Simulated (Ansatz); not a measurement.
Abridged output of a molecular run in Ansatz:

```
Functional definition: HF
  name "HF"
  cite "Fock, Z. Phys. 61, 126 (1930) doi:10.1007/BF01340294"
  parent pbe
  exchange = exact_x
  correlation = 0
1351 factors; integrals over basis functions are off by at most 1.1e-3 eV
mean field evaluation 1: about -14788.9303 eV, gradient 3.2e1 eV
mean field evaluation 2: about -14789.1157 eV, gradient 3.2e1 eV
mean field evaluation 4: about -14792.0967 eV, gradient 3.4e0 eV
mean field evaluation 8: about -14792.1532 eV, gradient 1.8e-1 eV
mean field -14792.15344217 eV, -543.6016125182 hartree, gradient 8.5e-6 eV, S^2 0.000000; 0 other end points of the search recorded, 0 dependent functions left out
10 core orbitals not correlated: weight in the atoms' cores, before any rotation towards them, 1.000 or more for the frozen orbitals, at most 0.000 for the correlated occupied ones
reference -14792.15344217 eV, -543.6016125182 hartree; 14, 14 occupied and 183, 183 virtual orbitals, 1351 factors
second order -17.27282495 eV of doubles, -0.00000000 eV of singles
cycle   1  -17.51057512 eV  change   -2.4e-1 eV  update   1.0e-1
cycle   2  -18.03591402 eV  change   -5.3e-1 eV  update   3.1e-2
cycle   3  -18.10967797 eV  change   -7.4e-2 eV  update   1.4e-2
cycle   4  -18.10068689 eV  change    9.0e-3 eV  update   3.8e-3
cycle   5  -18.10000025 eV  change    6.9e-4 eV  update   1.8e-3
cycle   6  -18.10018387 eV  change   -1.8e-4 eV  update   5.9e-4
cycle   7  -18.09999208 eV  change    1.9e-4 eV  update   2.5e-4
cycle   8  -18.10006044 eV  change   -6.8e-5 eV  update   8.2e-5
cycle   9  -18.10008292 eV  change   -2.2e-5 eV  update   2.9e-5
perturbative correction -0.67479061 eV, -0.0247980974 hartree
Total energy: -14810.92831570 eV, -544.2915763942 hartree
```

Its atoms:

Z-matrix (Å, degrees):
```
C
Sn 1 2.224
Si 1 1.867 2 73.7
H 1 1.087 2 115.3 3 -113.5
H 1 1.087 2 115.4 3 113.5
H 2 1.697 1 112.2 3 -115.5
H 2 1.697 1 112.2 3 115.6
H 3 1.483 1 117.5 2 110.5
H 3 1.483 1 117.6 2 -110.6
```

(1) Which basis set was used?
A. def2-TZVPPD
B. def2-QZVPP
C. def2-TZVPP
D. def2-SVP

(2) Write the keys of the input that set method, charge and spin (a neutral closed shell needs none for the last two).

## Answers

(1) C. It gives 207 functions.

(2) 
```yaml
correlation: {method: ccsd_t}
```
